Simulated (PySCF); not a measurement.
Optical rotation: `C=C[C@@H]1OC[C@H]1CC`, C₇H₁₂O

Geometry:
```csv
atom,x (Å),y (Å),z (Å)
C1,3.058,0.970,-0.282
C2,2.272,0.081,0.297
C3,0.870,0.358,0.722
O4,0.473,-0.338,1.914
C5,-0.610,-0.993,1.255
C6,-0.231,-0.364,-0.091
C7,-1.268,0.514,-0.771
C8,-2.360,-0.320,-1.432
H9,2.734,1.983,-0.460
H10,4.054,0.723,-0.605
H11,2.606,-0.931,0.476
H12,0.700,1.437,0.823
H13,-1.576,-0.672,1.658
H14,-0.530,-2.081,1.323
H15,0.180,-1.083,-0.803
H16,-1.713,1.186,-0.034
H17,-0.767,1.126,-1.525
H18,-1.935,-0.963,-2.200
H19,-3.102,0.325,-1.895
H20,-2.858,-0.948,-0.697
```

Computed, not measured: PySCF, TDDFT wB97X-D/def2-SVPD circular dichroism and optical rotation, one conformer, gas phase. Geometry: GFN2-xTB.

The molecule is flexible and this is one conformer; a measurement averages over conformers.

Stereocentres: C3 S, C6 R.

(1) What is the specific rotation at 633, 589.3, 546, 436, 405, 365, 355 nm?

(2) And for the mirror image at 589.3 nm?

(3) What is the molar rotation [Φ] = [α]·M/100 of the geometry above at 589.3 nm?

Answers

(1) [α] in deg dm⁻¹ (g/mL)⁻¹:
| λ (nm) | origin-invariant length gauge | modified velocity gauge | length gauge (centre of mass) | isotropic polarisability (au) |
| --- | --- | --- | --- | --- |
| 633 | +115.5 | +120.0 | +115.5 | 88.1 |
| 589.3 | +137.7 | +142.9 | +137.6 | 88.5 |
| 546 | +167.1 | +173.2 | +167.0 | 88.9 |
| 436 | +308.9 | +319.2 | +308.8 | 90.5 |
| 405 | +385.4 | +397.6 | +385.3 | 91.3 |
| 365 | +538.4 | +554.2 | +538.3 | 92.7 |
| 355 | +591.9 | +608.8 | +591.7 | 93.1 |

(2) -137.7 deg dm⁻¹ (g/mL)⁻¹ (origin-invariant length gauge): the same size and the opposite sign.

(3) With M = 112.17 g/mol, +154.5 deg cm² dmol⁻¹ (origin-invariant length gauge).

The first excitation lies at 6.56 eV (189 nm) with R = +10.1 × 10⁻⁴⁰ esu² cm² (velocity form).
